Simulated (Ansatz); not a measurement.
Input for Ansatz (a first-principles code): R-CCSD(T)/cc-pV(Q+d)Z on BH3S (SMILES BS), a point of a torsion scan. Files ending in .json are basis or fitting sets from the Basis Set Exchange.

Ansatz 0.2 input:
```yaml
crystal:
  periodic: [false, false, false]
  atoms:
    - {symbol: B, position_ang: [-0.59546960, -0.05413537, 0.13038726]}
    - {symbol: S, position_ang: [1.07606303, -0.63724642, 0.38277709]}
    - {symbol: H, position_ang: [-1.41035087, -0.79312631, -0.25671438]}
    - {symbol: H, position_ang: [-0.74798045, 1.09996501, 0.00725698]}
    - {symbol: H, position_ang: [1.65508729, 0.21976869, -0.45010985]}
basis:
  gaussian:
    orbitals: cc-pV_Q+d_Z.json
magnetization: {spin_polarized: false}
correlation: {method: ccsd_t, electrons: outside_noble_gas}
scf: {lower_state_search: off}
```

Task: What total energy does the run end on?

Result: -424.3392 hartree (reference determinant -423.9875, T1 diagnostic 0.016).

Task: How many basis functions does it have, and what does it roughly cost on one machine?

Result: 209 functions; around 4 core-minutes (rough).
